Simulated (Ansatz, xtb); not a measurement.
Two structures of C4H11Si+

Structure I: a singlet given by its coordinates. Structure II: a singlet given by its coordinates. Both are isolated ions in the gas phase, relaxed with PBE0-D3(BJ)/def2-SVP.

I (Å):

```xyz
16

C     0.0779    1.0899    0.9555
C     0.3117    1.2003   -0.5467
C     1.5079    0.2981   -0.9081
C    -0.0274   -2.3924   -0.0348
Si    1.1997   -1.0711    0.2981
H     0.9067    1.4945    1.5557
H    -0.8671    1.5267    1.3135
H    -0.0710    0.0067    1.2993
H     0.4889    2.2482   -0.8298
H    -0.5886    0.8763   -1.0915
H     2.4714    0.7840   -0.6853
H     1.5216   -0.0228   -1.9606
H     2.1104   -1.2773    1.4502
H     0.5195   -3.2146   -0.5356
H    -0.4553   -2.8062    0.8911
H    -0.8287   -2.0629   -0.7122
```

Close contacts (Å): C1–C2 1.52, C2–C3 1.54, C3–Si5 1.85, C4–Si5 1.83, C1–H6 1.10, C1–H7 1.10, C1–H8 1.15, C2–H9 1.10, C2–H10 1.10, C3–H11 1.10, C3–H12 1.10, C4–H14 1.11, C4–H15 1.10, C4–H16 1.10, Si5–H8 1.94, Si5–H13 1.48.

II (Å):

```xyz
16

C    -2.1770   -0.8966   -1.9699
C    -0.3181   -2.0079    0.4886
C    -1.5502    0.3501   -2.6221
C    -0.4472    0.8513   -1.6971
Si   -0.6293   -1.6313   -1.2765
H    -2.7103   -1.5511   -2.6761
H    -2.8708   -0.6322   -1.1555
H     0.3370   -2.1734   -2.2641
H     0.7541   -1.9623    0.7346
H    -0.6468   -3.0512    0.6598
H    -0.8941   -1.3594    1.1647
H    -1.1281    0.0941   -3.6064
H    -2.2940    1.1417   -2.7947
H    -0.8249    1.2141   -0.7293
H     0.2152    1.6150   -2.1326
H     0.3293    0.0432   -1.4548
```

Close contacts (Å): C1–C3 1.54, C1–Si5 1.85, C2–Si5 1.83, C3–C4 1.52, C1–H6 1.10, C1–H7 1.10, C2–H9 1.10, C2–H10 1.11, C2–H11 1.10, C3–H12 1.10, C3–H13 1.10, C4–H14 1.10, C4–H15 1.10, C4–H16 1.15, Si5–H8 1.48, Si5–H16 1.94.

Energies in hartree; the thermal terms are from PBE0-D3(BJ)/def2-SVP harmonic frequencies (ideal gas, rigid rotor, one conformer each, 298.15 K, 1 atm) and include the zero-point energy:

|  | I | II |
| --- | --- | --- |
| E, CCSD(T)/def2-SVP | −447.103380 | −447.104077 |
| E, MP2/def2-SVP | −447.009739 | −447.010449 |
| E, MP2/def2-TZVPP | −447.433649 | −447.434396 |
| zero-point energy | 0.138859 | 0.138787 |
| H(298 K) − E | 0.147409 | 0.147367 |
| G(298 K) − E | 0.107839 | 0.107660 |

**Question.** Correct the CCSD(T) difference for the basis set by the MP2 change, then work out ΔE, ΔE₀, ΔH and ΔG for I → II in kcal/mol (1 Eh = 627.51 kcal/mol) and the equilibrium ratio [II]/[I].

**Answer.** 1. Differences II − I: CCSD(T) −0.000697, MP2 in the small set −0.000710, MP2 in the large set −0.000747 Eh.
2. ΔE = −0.000697 + (−0.000747 − (−0.000710)) = −0.000734 Eh = −0.46 kcal/mol.
3. ΔE₀ = ΔE + ΔZPE = −0.000734 + (−0.000072) Eh = −0.51 kcal/mol.
4. ΔH = ΔE + (−0.000042) Eh = −0.49 kcal/mol.
5. ΔG = ΔE + (−0.000179) Eh = −0.57 kcal/mol, so ΔS = (ΔH − ΔG)/T = +1.2 J/(mol K).
6. kT = 0.9442 mEh, so K = [II]/[I] = exp(−ΔG/kT) = exp(+0.97) ≈ 2.6.

The two are too close for this level to say which is favoured. An error of 1 kcal/mol in ΔG would change K by a factor of 5.4. Mirror images and further conformers aren't counted.

Other levels gave ΔE = −0.5 (PBE0-D3(BJ)/def2-SVP); −0.4 (HF/def2-SVP); −0.4 (MP2/def2-SVP); −0.4 (CCSD(T)/def2-SVP) kcal/mol. The correlated steps freeze 9 core orbitals. Programs: Ansatz 0.2.0.
